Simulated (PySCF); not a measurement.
C3H5ClSi, SMILES C=C=C[SiH2]Cl. Atoms are numbered in the order given.

```xyz
10

C      3.1579    -0.0567    -0.6361
C      2.0644     0.1341     0.0715
C      0.9421     0.3332     0.7371
Si    -0.6532     0.6779    -0.1750
Cl    -2.0232    -0.8631     0.1627
H      3.8136     0.7851    -0.9149
H      3.4558    -1.0671    -0.9633
H      0.9453     0.2944     1.8433
H     -0.3707     0.7659    -1.6438
H     -1.2913     1.9406     0.3286
```

Geometry optimised at PBE-D3(BJ)/def2-SVP. This is a generated structure with no PubChem entry under its InChIKey; it may be hypothetical. One conformer was computed; it need not be the lowest.

These are PBE-D3(BJ)/def2-SVP (PySCF) values and carry that method's errors.

Frequencies are harmonic and unscaled.

List the normal modes with their intensities. (Estimate from the structure and the level; the computed values follow.)


```
mode  ν (cm⁻¹)  IR (km/mol)  moving atoms (share of kinetic energy)
----  --------  -----------  --------------------------------------
1           42          0.1        C 41 %, Cl 26 %, H 18 %, Si 15 %
2          131          0.2                 C 51 %, H 25 %, Si 21 %
3          173          3.0        C 33 %, Cl 26 %, H 26 %, Si 15 %
4          341          6.9                          H 55 %, C 43 %
5          439         16.8                 C 65 %, H 23 %, Si 10 %
6          442          2.5                  H 47 %, C 41 %, Cl 9 %
7          538         71.1                Si 45 %, Cl 34 %, H 13 %
8          568         44.5                 H 54 %, Si 27 %, C 16 %
9          680          5.9                          H 81 %, C 10 %
10         760         27.2                 C 48 %, H 37 %, Si 14 %
11         788         46.7                          H 75 %, C 25 %
12         838         64.7                                  H 92 %
13         844        251.6                                  H 86 %
14         910         84.5                                  H 95 %
15         939          1.1                          H 59 %, C 41 %
16        1039          1.2                          H 71 %, C 29 %
17        1207         34.3                          H 50 %, C 49 %
18        1378          1.9                          H 61 %, C 39 %
19        2001        193.2                                  C 98 %
20        2173        104.1                                  H 97 %
21        2197         77.5                                  H 96 %
22        3064          0.7                                  H 92 %
23        3067          1.2                                  H 94 %
24        3154          0.6                          H 89 %, C 11 %
```
